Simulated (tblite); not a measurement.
Parent: `[CH2:1]=[CH:2][CH2:3][Si@@H:4]([OH:5])[NH:6][SiH3:7]` with C1–C2–C3–Si4 95°, C2–C3–Si4–O5 -56°, C3–Si4–O5–H 36°, C3–Si4–N6–Si7 51°, C3H11NOSi2.

Structures optimised with GFN2-xTB, isolated species. One conformer each, not checked by frequencies here.

```json
{"coordinate of the parent": "C1=C2", "value": "1.323 Å"}
{"coordinate of the parent": "C2–C3", "value": "1.486 Å"}
{"coordinate of the parent": "C3–Si4", "value": "1.909 Å"}
{"coordinate of the parent": "Si4–O5", "value": "1.627 Å"}
{"coordinate of the parent": "Si4–N6", "value": "1.733 Å"}
{"coordinate of the parent": "N6–Si7", "value": "1.733 Å"}
{"coordinate of the parent": "C1–C2–C3", "value": "124.6°"}
{"coordinate of the parent": "C2–C3–Si4", "value": "109.2°"}
{"coordinate of the parent": "C3–Si4–O5", "value": "110.9°"}
{"coordinate of the parent": "C3–Si4–N6", "value": "107.7°"}
{"coordinate of the parent": "O5–Si4–N6", "value": "109.1°"}
{"coordinate of the parent": "Si4–N6–Si7", "value": "129.6°"}
```

How does the shared frame change in `[CH2:1]=[CH:2][CH2:3][Si@H:4]([NH:5][SiH3:6])[O:7][CH3:8]` with C1–C2–C3–Si4 105°, C2–C3–Si4–N5 -171°, C3–Si4–N5–Si6 -161°, C3–Si4–O7–C8 -179°, C4H13NOSi2? Atoms pair as C1 = C1, C2 = C2, C3 = C3, Si4 = Si4, O5 = O7, N6 = N5, Si7 = Si6 (parent first).

| parent | relative | value in the relative | change |
| --- | --- | --- | --- |
| C1=C2 | C1=C2 | 1.321 Å | -0.002 |
| C2–C3 | C2–C3 | 1.484 Å | -0.002 |
| C3–Si4 | C3–Si4 | 1.898 Å | -0.011 |
| Si4–O5 | Si4–O7 | 1.620 Å | -0.007 |
| Si4–N6 | Si4–N5 | 1.735 Å | +0.002 |
| N6–Si7 | N5–Si6 | 1.729 Å | -0.004 |
| C1–C2–C3 | C1–C2–C3 | 124.7° | +0.1 |
| C2–C3–Si4 | C2–C3–Si4 | 110.7° | +1.5 |
| C3–Si4–O5 | C3–Si4–O7 | 103.9° | -7.0 |
| C3–Si4–N6 | C3–Si4–N5 | 108.7° | +1.0 |
| O5–Si4–N6 | O7–Si4–N5 | 113.3° | +4.2 |
| Si4–N6–Si7 | Si4–N5–Si6 | 129.8° | +0.2 |

Of the parent's bonds, C3–Si4 changes most (-0.011 Å). Bonds of the relative outside the shared frame: O7–C8 1.395 Å. Point group C1 → C1.

How does the shared frame change in `[CH3:1][CH2:2]/[CH:3]=[CH:4]/[CH2:5][Si@H:6]([OH:7])[NH:8][SiH3:9]` with C1–C2–C3–C4 -117°, C3–C4–C5–Si6 101°, C4–C5–Si6–O7 64°, C5–Si6–O7–H -175°, C5–Si6–N8–Si9 -69°, C5H15NOSi2? Atoms pair as C1 = C3, C2 = C4, C3 = C5, Si4 = Si6, O5 = O7, N6 = N8, Si7 = Si9 (parent first).

| parent | relative | value in the relative | change |
| --- | --- | --- | --- |
| C1=C2 | C3=C4 | 1.324 Å | +0.001 |
| C2–C3 | C4–C5 | 1.489 Å | +0.003 |
| C3–Si4 | C5–Si6 | 1.907 Å | -0.002 |
| Si4–O5 | Si6–O7 | 1.629 Å | +0.002 |
| Si4–N6 | Si6–N8 | 1.735 Å | +0.002 |
| N6–Si7 | N8–Si9 | 1.730 Å | -0.003 |
| C1–C2–C3 | C3–C4–C5 | 125.0° | +0.4 |
| C2–C3–Si4 | C4–C5–Si6 | 110.5° | +1.3 |
| C3–Si4–O5 | C5–Si6–O7 | 104.6° | -6.3 |
| C3–Si4–N6 | C5–Si6–N8 | 112.7° | +5.0 |
| O5–Si4–N6 | O7–Si6–N8 | 109.0° | -0.1 |
| Si4–N6–Si7 | Si6–N8–Si9 | 127.8° | -1.8 |

No shared bond changes by more than 0.004 Å. Bonds of the relative outside the shared frame: C1–C2 1.529, C2–C3 1.497 Å. Point group C1 → C1.

These are computed values.
